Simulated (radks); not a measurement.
Values are calculated unless marked as measured or tabulated.
The nickel ion Ni2+ inside a hard spherical wall (all orbitals vanish at R), configuration held at [Ar] 3d8 and not refilled when levels cross. Level of theory: scalar-relativistic Kohn-Sham, PBE, spin-polarised, spherical densities, finite nucleus; open shells are filled with parallel spins first; Fermi nuclear charge, rms radius 3.7757 fm (a radial shooting solver on a logarithmic mesh with Libxc functionals). Eigenvalues in eV for spin up, with the zero of energy where the potential of the charges vanishes at infinity; a dash marks a level that is unbound or too diffuse for the functional's potential to be trusted. A positive occupied level is held by the wall or, in an anion where self-interaction has pushed it up, behind a barrier. The pressure on the wall is -dE/dV.

R (bohr)  E (hartree)  kinetic (hartree)    e(2p)    e(3s)    e(3p)    e(3d)  e(4s, empty)  e(4p, empty)  pressure (GPa)
free      -1519.58877           1540.714  -864.36  -131.75  -92.085  -29.282       -21.933       -15.221               0
10        -1519.58877           1540.714  -864.36  -131.75  -92.085  -29.282       -21.933       -15.221        < 0.0001
7         -1519.58876           1540.714  -864.36  -131.75  -92.084  -29.282       -21.926       -15.170        0.000949
6         -1519.58867           1540.715  -864.35  -131.74  -92.077  -29.275       -21.882       -14.993          0.0157
4         -1519.57648           1540.815  -863.78  -131.25  -91.598  -28.805       -20.039       -11.491            4.24
3         -1519.45925           1541.500  -860.70  -128.78  -89.191  -26.284       -11.686         0.009            80.5
2         -1517.87350           1548.934  -840.72  -114.83  -75.137   -9.919        42.764        62.136            2920
